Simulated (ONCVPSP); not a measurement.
## Before and after: ONCV potential for thallium (Tl)

- Element: thallium (Tl)
- Generator: ONCVPSP 4.0.1
- Type: optimised norm-conserving Vanderbilt (ONCV)
- Functional: PBE
- Relativity: fully relativistic
- Frozen core: [Xe] 4f14
- Valence charge: 13
- Reference configuration: 5d10 6s2 6p1
- Partial waves: 6s: rc 1.65 bohr, ncon 3, nbas 7, qcut 3.8 1/bohr, 3 projectors, debl 1.8 Ha; 6p: rc 2.45 bohr, ncon 3, nbas 8, qcut 3.2 1/bohr, 2 projectors, debl 1.7 Ha; 5d: rc 1.70 bohr, ncon 3, nbas 7, qcut 8.8 1/bohr, 2 projectors, debl 2 Ha
- Local potential: polynomial inside 1.60 bohr (lpopt 5, dvloc0 0 Ha)
- Core correction: Teter function fitted to the true core (icmod 2), fcfact 0.25

Open shells are filled in proportion to 2j + 1.

All-electron outer shells of the reference configuration (PBE, scalar-relativistic, ld1.x):

| shell | level (eV) | outermost node (bohr) | outermost maximum (bohr) |
| --- | --- | --- | --- |
| 4f | -114.03 | – | 0.36 |
| 5p | -76.10 | 0.50 | 0.91 |
| 5d | -15.49 | 0.53 | 1.11 |
| 6s | -9.55 | 1.04 | 2.08 |
| 6p | -2.37 | 1.23 | 2.91 |

Change: d: qcut 5.8.

Cutoffs: the cutoffs (Ha) at which the residual kinetic energy of the hardest occupied pseudo-wave falls to 1 and 0.1 mHa per electron; they do not see the model core or the augmentation charge, which bear on the density cutoff. Errors are all-electron minus pseudo energies relative to the spin-unpolarised reference configuration.

**Question.** What does the change do?

**Answer.** The potential gets harder (34 Ha and 60 Ha → 37 Ha and 80 Ha); both files keep a bound ghost (s); of the 3 tests that both files solve, the error grows in 0 and shrinks in 2 by more than 15 % and 0.3 meV (median size 4.2 → 3.1 meV).

```csv
quantity,base,changed
"cutoff, loose",34 Ha,37 Ha
"cutoff, tight",60 Ha,80 Ha
loose cutoff by channel,"s 34 Ha, p 3.9 Ha, d 25 Ha","s 34 Ha, p 3.9 Ha, d 37 Ha"
bound ghosts,s,s
GHOST(+) flags under 300 eV,"p3/2 at 42.0 eV, p1/2 at 61.2 eV","p3/2 at 42.0 eV, p1/2 at 61.2 eV"
tests with a reliable result,3 of 4,3 of 4
"error for 5d10 6s2 6p0, meV [ΔE 5.27 eV]",-0.2,0.0
"error for 5d10 6s1 6p0, meV [ΔE 26.06 eV]",-9.8,-6.6
"error for 5d10 6s1 6p1, meV [ΔE 13.42 eV]",-4.2,-3.1
s: phases at 1.67 bohr within 0.05 rad from the reference energy up to (Ha; the scan ends near 5),to the end of the scan,to the end of the scan
p3/2: phases at 2.49 bohr within 0.05 rad from the reference energy up to (Ha; the scan ends near 5),to the end of the scan,to the end of the scan
p1/2: phases at 2.49 bohr within 0.05 rad from the reference energy up to (Ha; the scan ends near 5),2.2,2.2
d5/2: phases at 1.72 bohr within 0.05 rad from the reference energy up to (Ha; the scan ends near 5),to the end of the scan,to the end of the scan
d3/2: phases at 1.72 bohr within 0.05 rad from the reference energy up to (Ha; the scan ends near 5),to the end of the scan,to the end of the scan
"rms error of d²Exc/dni dnj with the model core, mHa",3.57,3.60
```

 A true bound ghost makes a file unfit for plane-wave use even where its test errors are small: the radial tests pick states by their node count and pass the ghost by.
